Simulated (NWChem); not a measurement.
Species: C$_{2}$H$_{6}$BeS; SMILES [Be]([CH3])[S]C

```xyz
10

Be     0.2063    -1.0026    -0.1245
C     -0.2614    -2.6080    -0.0200
H      0.5893    -3.2882    -0.2065
H     -1.0407    -2.8691    -0.7575
H     -0.6584    -2.8655     0.9777
S      0.7772     0.8184    -0.2356
C     -0.7933     1.7220     0.0458
H     -1.5374     1.4979    -0.7302
H     -0.5530     2.7923    -0.0050
H     -1.2139     1.5090     1.0377
```
Atoms are numbered in this order, from 1.

Level: PBE0/def2-SVP (NWChem), optimised geometry, unscaled harmonic frequencies. 

Task: List the harmonic frequencies with IR intensities, and the thermochemistry.

Result: 
| frequency (cm⁻¹) | IR intensity (km/mol) |
|---|---|
| 19 | 0.3 |
| 56 | 0.0 |
| 101 | 2.9 |
| 221 | 7.3 |
| 294 | 4.4 |
| 453 | 6.0 |
| 666 | 76.2 |
| 678 | 61.0 |
| 720 | 4.9 |
| 956 | 8.3 |
| 972 | 8.6 |
| 1085 | 132.0 |
| 1236 | 119.4 |
| 1337 | 8.9 |
| 1415 | 2.2 |
| 1416 | 1.4 |
| 1454 | 8.8 |
| 1459 | 8.2 |
| 3034 | 0.1 |
| 3075 | 21.4 |
| 3126 | 3.8 |
| 3133 | 4.3 |
| 3189 | 2.2 |
| 3190 | 1.0 |

```
Item                                                                                Value
-----------------------------------------------------------------------  ----------------
zero-point energy                                                           47.6 kcal/mol
thermal correction to the enthalpy at 298.15 K (with zero-point energy)     52.6 kcal/mol
heat capacity Cv                                                         21.1 cal/(mol K)
entropy at 298.15 K and 1 atm (symmetry number 1)                        84.7 cal/(mol K)
dipole moment                                                                      1.57 D
```

Rigid rotor and harmonic oscillator; modes under 100 cm⁻¹ make the entropy uncertain.
